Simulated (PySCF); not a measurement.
Potential energy curve for SMILES [SiH3]S. The Si1–S5 bond (Si1 also carries H, H, H; S5 carries H) is varied alone, starting from the PBE0/def2-TZVP optimised geometry.

Calculation: CCSD(T) on UHF/cc-pVDZ, 10 core orbitals frozen (PySCF).

### Question
Relative to R = 2.14 Å, what are the energies at R = 2.66, 5.29, 5.83, 6.38 Å?

### Answer
92.3 kJ/mol at 2.66 Å, 332.8 kJ/mol at 5.29 Å, 333.2 kJ/mol at 5.83 Å, 333.3 kJ/mol at 6.38 Å.

The unrestricted determinant behind UCCSD(T) is spin-contaminated at 2.90 to 7.49 Å (<S²> up to 1.0, against 0.00 for a pure singlet).
